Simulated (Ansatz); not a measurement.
Reaction (substitution at a C–Si bond): `C=C[SiH2]O` + `F[Si](F)(F)[SeH]` → `C=C[Se][Si](F)(F)F` + `O[SiH3]`

Isolated molecules relaxed with PBE0-D4/def2-TZVP in Ansatz; ΔE leaves out vibrations. CCSD(T)/CBS adds triple-zeta CCSD(T) − MP2 to the extrapolated MP2 energy (def2 sets, frozen cores). For Se outer-core shells are correlated without core-valence functions, which leaves a few kJ/mol of doubt a bond. Scalar relativity is left out up to krypton. One conformer a species, not always the lowest.

`C=C[SiH2]O`:

```xyz
10

C    -1.042   -1.092   -0.642
C     0.120   -0.478   -0.849
Si    0.756    0.873    0.255
O    -0.205    1.069    1.580
H    -1.687   -0.819    0.189
H    -1.405   -1.884   -1.291
H     0.723   -0.788   -1.703
H     2.156    0.546    0.651
H     0.748    2.181   -0.446
H    -0.164    0.392    2.256
```

`F[Si](F)(F)[SeH]`:

```xyz
6

F    -0.894    0.839    1.217
Si    0.154   -0.081    0.487
F     0.390   -1.361    1.371
F     1.496    0.741    0.435
Se   -0.531   -0.765   -1.524
H    -0.615    0.628   -1.987
```

`C=C[Se][Si](F)(F)F`:

```xyz
10

C     0.081    1.803    0.394
C     0.997    0.926    0.023
Se    0.781   -0.249   -1.490
Si   -0.540   -1.637   -0.358
F    -0.892   -2.867   -1.277
F    -1.897   -0.971    0.090
F     0.131   -2.183    0.959
H     0.260    2.451    1.246
H    -0.867    1.903   -0.121
H     1.946    0.823    0.535
```

`O[SiH3]`:

```xyz
6

O     0.757   -0.868    0.562
Si   -0.345    0.178   -0.076
H     1.671   -0.774    0.293
H    -0.025    1.591    0.270
H    -1.651   -0.200    0.510
H    -0.407    0.073   -1.560
```

(1) Is it downhill or uphill in electronic energy at CCSD(T)/CBS, and by how much? (Best estimate.)

(2) What do these levels give: MP2/def2-TZVPP, SCS-MP2/def2-TZVPP, CCSD(T)/def2-TZVPP, MP2/def2-QZVPP, SCS-MP2/def2-QZVPP, CCSD/CBS(def2)? (Best estimate.)

Largest T1 diagnostic among the species: 0.011.

Results:

(1) The calculation gave: Uphill: ΔE = +45.6 kJ/mol.

(2) Ansatz gave: MP2/def2-TZVPP 40.2, SCS-MP2/def2-TZVPP 40.1, CCSD(T)/def2-TZVPP 44.0, MP2/def2-QZVPP 41.2, SCS-MP2/def2-QZVPP 41.3, CCSD/CBS(def2) 47.9 kJ/mol.

In def2-TZVPP, CCSD(T) changes the Hartree–Fock value by −8.1 kJ/mol (the triples alone add −2.3 kJ/mol) and MP2 by −11.9 kJ/mol. The D4 term adds −5.0 kJ/mol with B3LYP and −2.9 kJ/mol with PBE0; it sums over pairs of atoms, weighted by their polarisabilities, and B3LYP, whose exchange is more repulsive, gets the larger term.

B3LYP here is the variant with VWN-RPA as its local correlation; programs differ in this.
